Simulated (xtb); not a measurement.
Species: H₃BS, SMILES `BS` (charge 0, multiplicity 1).

Problem. Give a relaxed geometry from GFN2-xTB (xtb).

Solution. Several could match; the one computed here: the end point of this relaxation, one of several conformers (outside a Z-matrix the atoms follow the SMILES, hydrogens last).
Z-matrix (Å, degrees):
```
B
H 1 1.1663
H 1 1.1667 2 122.75
S 1 1.7514 2 120.58 3 180.00
H 4 1.3305 1 99.95 2 0.00
```
